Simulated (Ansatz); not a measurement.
triplet Si: levels of theory in one basis

A single Si atom.

Basis set: cc-pV(T+d)Z (spherical functions). Correlated methods keep 5 orbitals frozen. Correlation on ROHF uses semicanonical orbitals with singles. Charge 0, multiplicity 3.

Computed with Ansatz (development build ahead of 0.2.0); each method stands on the lowest determinant of its kind that the runs found.

```tsv
method	E − E(ROHF) (eV)	<S²> of the determinant
ROHF	0.00	2.00
UHF	-0.12	2.02
ROHF-MP2	-1.65	–
UHF-MP2	-1.65	2.02
ROHF-CCSD	-2.14	–
UHF-CCSD	-2.14	2.02
ROHF-CCSD(T)	-2.21	–
UHF-CCSD(T)	-2.21	2.02
UHF-BCCD(T)	-2.21	2.02
ROHF-CCSDT	-2.23	–
UHF-CCSDT	-2.23	2.02
```

**Question.** Is a single determinant a sound starting point here?

**Answer.** By this sign, yes. Unrestricted orbitals gain 0.12 eV and <S²> is 2.02 against 2.00 for a pure state.
